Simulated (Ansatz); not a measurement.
Cartesian coordinates in Å:
```
B -0.176 1.189 -0.032
C 0.907 -0.836 -0.582
Cl 2.525 -1.368 -0.420
C 0.099 -0.625 0.474
C -1.213 0.052 0.316
H -0.033 1.487 -1.181
H 0.388 1.807 0.821
H 0.575 -0.755 -1.608
H 0.512 -0.746 1.469
H -1.822 -0.307 -0.509
H -1.761 0.104 1.251
```

Charge 0, multiplicity 1. The bonds changed during the relaxation, so this is another structure than the one it started from.

**Question.** List the PBE/def2-TZVPP orbital energies in eV (the Gaussian-basis code of Ansatz). (Estimate.)

**Answer.** The calculation gave: Occupied: -2739.68, -271.21, -270.19, -268.98, -250.21, -190.99, -190.72, -190.69, -176.67, -22.48, -20.45, -16.94, -14.55, -12.64, -12.00, -11.43, -10.10, -9.75, -9.30, -7.91, -7.83, -7.60, -6.47. Lowest empty: -1.97, -0.42, -0.02, 0.77, 1.03, 1.45, 2.11, 2.56.
